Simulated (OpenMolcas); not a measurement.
## Pd3+ in a ligand field

Pd3+ with 5 ligands (fluoride) in square pyramidal coordination (C4v) at 2 Å, the axial distance 2.280 Å. A charge of +0.4 e stands 2.4 Å behind each ligand. Ligand basis ANO-RCC-VDZP.

```yaml
Program: OpenMolcas 26.06
Method: CASSCF
Basis: ANO-RCC-VTZP [7s6p4d2f1g]
Scalar_Hamiltonian: DKH2, point nucleus
Active_space: 7 electrons in 5 orbitals (4d)
State_averaging: 2S+1 = 4 even, 10 roots; 2S+1 = 2 even, 40 roots
Spin-orbit_coupling: RASSI with atomic mean-field integrals over the reference wave functions
```

The lowest spin-free states, above the lowest:

| State | Degeneracy | E (cm-1) |
| --- | --- | --- |
| 2S+1 = 2 | 1 | 0.0 |
| 2S+1 = 4 | 1 | 4813 |
| 2S+1 = 4 | 2 | 7187 |
| 2S+1 = 2 | 2 | 8108 |
| 2S+1 = 4 | 1 | 12195 |
| 2S+1 = 2 | 1 | 14461 |
| 2S+1 = 4 | 2 | 16114 |
| 2S+1 = 2 | 1 | 17527 |
| 2S+1 = 2 | 1 | 18568 |
| 2S+1 = 2 | 1 | 21928 |
| 2S+1 = 2 | 2 | 22858 |
| 2S+1 = 2 | 2 | 23228 |
| 2S+1 = 2 | 1 | 29049 |
| 2S+1 = 2 | 2 | 29601 |
| 2S+1 = 2 | 1 | 29950 |
| 2S+1 = 2 | 1 | 30272 |
| 2S+1 = 4 | 2 | 31379 |
| 2S+1 = 2 | 1 | 31714 |
| 2S+1 = 4 | 1 | 32322 |
| 2S+1 = 2 | 2 | 32956 |

The lowest levels with spin-orbit coupling:

| E (cm-1) | Degeneracy | 2S+1 | g |
| --- | --- | --- | --- |
| 0.0 | 2 | 2 | 2.00 2.79 2.79 |
| 4794 | 2 | 4 | 2.04 5.40 5.40 |
| 5062 | 2 | 4 | 0.33 0.33 5.22 |
| 7309 | 2 | 2 (69 %) | 0.75 0.75 3.47 |
| 7396 | 2 | 4 | 2.69 3.75 3.75 |
| 7649 | 2 | 4 | 2.16 2.16 3.84 |
| 8433 | 2 | 4 (83 %) | 1.83 2.16 2.16 |
| 8835 | 2 | 4 (76 %) | 0.13 0.98 0.98 |
| 9646 | 2 | 2 (74 %) | 0.20 0.20 1.32 |
| 13487 | 2 | 4 (89 %) | 0.11 0.11 5.47 |
| 13660 | 2 | 4 | 1.97 2.55 2.55 |
| 15133 | 2 | 2 (82 %) | 1.53 1.53 1.71 |
| 16223 | 2 | 4 (79 %) | 2.74 2.74 3.58 |
| 17126 | 2 | 4 | 0.65 3.02 3.02 |
| 17240 | 2 | 4 | 0.22 2.67 2.67 |
| 17499 | 2 | 4 (82 %) | 2.62 3.31 3.31 |
| 18399 | 2 | 2 (86 %) | 1.72 2.94 2.94 |
| 19474 | 2 | 2 | 1.90 1.90 2.04 |
| 22582 | 2 | 2 | 1.20 2.38 2.38 |
| 23583 | 2 | 2 | 0.44 0.44 1.19 |

Electric-dipole absorption from the lowest level at this geometry, strongest bands:

| E (cm-1) | λ (nm) | f |
| --- | --- | --- |
| 7309 | 1370 | 4.18e-05 |
| 8433 | 1190 | 1.15e-05 |
| 8835 | 1130 | 1.33e-05 |
| 9646 | 1040 | 8.21e-05 |
| 22582 | 443 | 1.39e-05 |
| 23583 | 424 | 6.29e-05 |
| 24356 | 411 | 7.96e-05 |
| 30431 | 329 | 2.32e-05 |
| 30654 | 326 | 2.37e-05 |
| 32888 | 304 | 2.38e-05 |
| 33997 | 294 | 3.23e-05 |
| 34752 | 288 | 2.57e-05 |
| 35047 | 285 | 1.60e-05 |
| 51616 | 194 | 1.57e-05 |
| 53053 | 188 | 1.32e-05 |
| 73038 | 137 | 1.45e-05 |

Powder χT (cm3 K/mol): 0.612 at 2 K, 0.614 at 10 K, 0.62 at 50 K, 0.629 at 100 K, 0.646 at 200 K, 0.663 at 300 K. The effective moment at 300 K is 2.828 √(χT) = 2.30 μB.

The lowest level has 2S+1 = 2, for which the spin-only value is χT = S(S+1) / 2 = 0.375 cm3 K/mol (g = 2). The computed 0.663 at 300 K differs by +0.288, through orbital momentum, spin-orbit coupling and any other state in reach.

Metal share of the active 4d orbitals (Löwdin): 75, 80, 91, 91, 91 %; Mulliken charge of the metal 1.80.

Without dynamic correlation the repulsion within the d shell is too large (B by tens of per cent), so at a given field states of lower spin stand too high. This shell can be high or low spin here, a state of another spin lies low, and with metal d orbitals alone active their balance is uncertain, so the ground spin may be wrong, although the usual error favours high spin. The least metal-like active orbital is 75 % on the metal (Löwdin) and no ligand orbital is active, so the numbers are rough. With metal d orbitals alone the field can be off either way by tens of per cent. Ligand-to-metal charge-transfer states are missing. With no ligand orbital active B as a rule stays too high, so bands that hang on it stand too high and its fall with covalency is understated. No measured value stands beside these numbers; the geometry is a model, was not optimised and need not be the one that this ion takes.

A state without a sure symmetry label is named by its multiplicity alone.
